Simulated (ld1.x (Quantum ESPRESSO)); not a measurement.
# Zn (Z = 30): excitation energies, all-electron against TM

* Element: zinc (Zn)
* Generator: ld1.x (Quantum ESPRESSO) 7.5
* Type: norm-conserving Troullier–Martins (Kleinman–Bylander form)
* Functional: PBE
* Relativity: scalar-relativistic
* Frozen core: [Ne]
* Valence charge: 20
* Reference configuration: 3s2 3p6 3d9 4s0 4p0 (charge +3)
* Partial waves: 3s (bound): rc 1.00 bohr; 3p (bound): rc 1.10 bohr; 3d (bound): rc 1.40 bohr
* Local potential: the d channel
* Core correction: a·sin(br)/r model core, default radius (core density twice the valence density)

Energies are relative to the spin-unpolarised reference configuration 3s2 3p6 3d9 4s0 4p0; without spin polarisation the order of configurations can differ from experiment.

```json
{"valence configuration": "3s2 3p6 3d10 4s2 4p0", "charge": "0", "ΔE all-electron (eV)": "-68.865", "error AE − PS (meV)": "-270"}
{"valence configuration": "3s2 3p6 3d10 4s1 4p0", "charge": "+1", "ΔE all-electron (eV)": "-58.977", "error AE − PS (meV)": "-144"}
{"valence configuration": "3s2 3p6 3d10 4s0 4p0", "charge": "+2", "ΔE all-electron (eV)": "-40.534", "error AE − PS (meV)": "-71"}
{"valence configuration": "3s2 3p6 3d9 4s2 4p0", "charge": "+1", "ΔE all-electron (eV)": "-50.964", "error AE − PS (meV)": "+298"}
{"valence configuration": "3s2 3p6 3d9 4s2 4p1", "charge": "0", "ΔE all-electron (eV)": "-56.621", "error AE − PS (meV)": "-137"}
```

(1) What are ΔE and the potential's error for 3s2 3p6 3d10 4s0 4p1?

(2) What are ΔE and the potential's error for 3s1 3p6 3d10 4s2 4p0?

## Answers

(1) ΔE = -52.653 eV all-electron; the error (AE − PS) is -524 meV.

(2) ΔE = 69.183 eV all-electron; the error (AE − PS) is +504 meV.
